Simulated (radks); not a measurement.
Species: Ne I. Configuration: [Ne] (the NIST ground configuration). All-electron calculation, Dirac Kohn-Sham, HCTH/407, spin-unpolarised, spherical densities, finite nucleus; Fermi nuclear charge, rms radius 3.0055 fm. Program: a radial shooting solver on a logarithmic mesh with Libxc functionals.

Normalised radial functions P(r) = r R(r) (large component), r in bohr:

| r | 1s1/2 | 2p1/2 | 2p3/2 |
|---|---|---|---|
| 0.005001 | 0.2908 | 0.0008 | 0.0007 |
| 0.006158 | 0.3537 | 0.0011 | 0.0011 |
| 0.007642 | 0.4323 | 0.0017 | 0.0016 |
| 0.009409 | 0.5227 | 0.0026 | 0.0024 |
| 0.01159 | 0.6294 | 0.0038 | 0.0036 |
| 0.01438 | 0.7592 | 0.0057 | 0.0055 |
| 0.0177 | 0.9038 | 0.0085 | 0.0083 |
| 0.0218 | 1.0678 | 0.0126 | 0.0123 |
| 0.02705 | 1.2572 | 0.0188 | 0.0184 |
| 0.03331 | 1.4540 | 0.0276 | 0.0271 |
| 0.04101 | 1.6578 | 0.0401 | 0.0395 |
| 0.05049 | 1.8578 | 0.0580 | 0.0573 |
| 0.06266 | 2.0443 | 0.0842 | 0.0832 |
| 0.07715 | 2.1827 | 0.1190 | 0.1179 |
| 0.09498 | 2.2572 | 0.1659 | 0.1645 |
| 0.1179 | 2.2424 | 0.2302 | 0.2285 |
| 0.1451 | 2.1221 | 0.3089 | 0.3069 |
| 0.1787 | 1.8943 | 0.4047 | 0.4025 |
| 0.2218 | 1.5612 | 0.5201 | 0.5176 |
| 0.2731 | 1.1868 | 0.6409 | 0.6384 |
| 0.3362 | 0.8131 | 0.7616 | 0.7591 |
| 0.4173 | 0.4802 | 0.8712 | 0.8689 |
| 0.5137 | 0.2472 | 0.9434 | 0.9415 |
| 0.6325 | 0.1054 | 0.9667 | 0.9654 |
| 0.785 | 0.0341 | 0.9304 | 0.9298 |
| 0.9665 | 0.0087 | 0.8406 | 0.8408 |
| 1.19 | 0.0016 | 0.7101 | 0.7109 |
| 1.477 | 0.0002 | 0.5513 | 0.5526 |
| 1.818 | 0.0000 | 0.3983 | 0.3998 |
| 2.239 | 0.0000 | 0.2658 | 0.2672 |
| 2.779 | 0.0000 | 0.1591 | 0.1603 |
| 3.421 | 0.0000 | 0.0851 | 0.0859 |

1s1/2: eigenvalue -829.99 eV, 0 radial nodes, <r> = 0.158 bohr, 90 % of the charge inside 0.283 bohr. 2p1/2: eigenvalue -13.797 eV, 0 radial nodes, <r> = 0.973 bohr, 90 % of the charge inside 1.72 bohr. 2p3/2: eigenvalue -13.693 eV, 0 radial nodes, <r> = 0.976 bohr, 90 % of the charge inside 1.72 bohr.
